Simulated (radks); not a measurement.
The numbers below are computed, except where a source is named.
Polarisability of the chromium ion Cr4+, [Ar] 3d2, at imaginary frequency. Code: a radial shooting solver on a logarithmic mesh with Libxc functionals. Model: scalar-relativistic Kohn-Sham, exchange-only LDA, spin-polarised, spherical densities, finite nucleus; open shells are filled with parallel spins first; Fermi nuclear charge, rms radius 3.6452 fm. Response by self-consistent Sternheimer equations with the Hartree and adiabatic exchange-only LDA kernel, the relativistic mass of each level held fixed and spin-orbit coupling left out.

| w (hartree) | alpha1(iw) (bohr^3) |
|---|---|
| 0.00266 | 1.401 |
| 0.0143 | 1.401 |
| 0.0360 | 1.400 |
| 0.0697 | 1.399 |
| 0.118 | 1.394 |
| 0.186 | 1.384 |
| 0.280 | 1.364 |
| 0.413 | 1.325 |
| 0.605 | 1.255 |
| 0.892 | 1.134 |
| 1.35 | 0.9435 |
| 2.12 | 0.6777 |
| 3.59 | 0.3820 |
| 6.94 | 0.1509 |
| 17.5 | 0.03479 |

Static values: alpha1 = 1.401 bohr^3 (0.2076 angstrom^3; uncoupled 1.946). C6 = 3.035, triple-dipole C9 = 3.033 atomic units. One-pole (London) frequency 4 C6 / (3 alpha1^2) = 2.062 hartree, against 2.120 for minus the highest occupied eigenvalue.
